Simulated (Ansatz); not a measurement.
Geometry optimisation, RHF/def2-SVP (Ansatz 0.2.0).

Input:

```yaml
crystal:
  periodic: [false, false, false]
  atoms:
    - { symbol: W, position_ang: [0.0, 0.0, 0.0] }
    - { symbol: F, position_ang: [0.0, 0.0, 1.85] }
    - { symbol: F, position_ang: [1.85, 0.0, 0.0] }
    - { symbol: H, position_ang: [0.0, 1.72, 0.0] }
    - { symbol: F, position_ang: [-1.85, 0.0, 0.0] }
    - { symbol: Cl, position_ang: [0.0, -2.39, 0.0] }
    - { symbol: H, position_ang: [0.0, 0.0, -1.72] }
basis:
  gaussian: { orbitals: def2-SVP }
hamiltonian:
  xc: hf
relax:
  f_tol: 0.02
  max_steps: 40
```

Launched with:

```bash
$ ansatz run input.yaml --threads 2 --pin off --max-ram 3072MiB --backend cpu --events-out ev --progress --plain --runs-dir out
```

**Question.** Where does it end, and by what steps?

**Answer.** It converged. After 10 steps the energy has fallen by 1.706 eV; F2 moved furthest, 0.81 Å.

| step | energy less start (eV) | largest force component (eV/Å) | accepted |
| --- | --- | --- | --- |
| 0 | 0.0000 | 3.052 | yes |
| 1 | -0.8434 | 1.216 | yes |
| 2 | -1.2849 | 1.807 | yes |
| 3 | -1.5591 | 0.718 | yes |
| 4 | -1.6560 | 0.529 | yes |
| 5 | -1.6779 | 0.216 | yes |
| 6 | -1.6974 | 0.311 | yes |
| 7 | -1.7035 | 0.165 | yes |
| 8 | -1.7044 | 0.255 | yes |
| 9 | -1.7064 | 0.052 | yes |
| 10 | -1.7065 | 0.012 | yes |

```xyz
7
Properties=species:S:1:pos:R:3
W 0.000 -0.160 0.183
F 0.000 0.813 1.808
F 1.807 -0.286 0.377
H 0.000 1.394 -0.374
F -1.807 -0.286 0.377
Cl 0.000 -2.292 -0.802
H 0.000 0.148 -1.440
```

Whether the end is a true minimum wasn't checked by a vibrational analysis.

The run took 18 s on 2 threads of Arm Neoverse V1, on a shared host, peak memory 0.21 GiB.
